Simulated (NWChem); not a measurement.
Lowest excitation of H$_{4}$Ti

```
Ti
H 1 1.7023
H 1 1.7023 2 109.50
H 1 1.7023 2 109.46 3 -119.99
H 1 1.7023 2 109.46 4 -120.02
```
Charge 0, spin multiplicity 1.

All runs are NWChem calculations. All single points use one geometry, from PBE/def2-SVP, a minimum by its harmonic frequencies.

Basis set: def2-SVPD. CR-EOMCCSD(T) is the triples correction to the same EOM-CCSD root.

```
method         lowest vertical singlet excitation energy (eV)  difference from EOM-CCSD
-------------  ----------------------------------------------  ------------------------
CIS                                                      4.09                     +0.81
TD-PBE                                                   3.01                     -0.26
EOM-CCSD                                                 3.28                      0.00
CR-EOMCCSD(T)                                            3.27                     -0.01
TDA-PBE0                                                 3.25                     -0.02
TD-B3LYP                                                 3.20                     -0.08
```

The values span 1.07 eV, from TD-PBE (lowest) to CIS (highest). 

The correlated methods keep 5 core orbitals frozen. B3LYP has NWChem's definition, with VWN1-RPA local correlation. The structure started from a generated list of species. Differences from the coupled-cluster row are differences between methods, not errors against experiment.
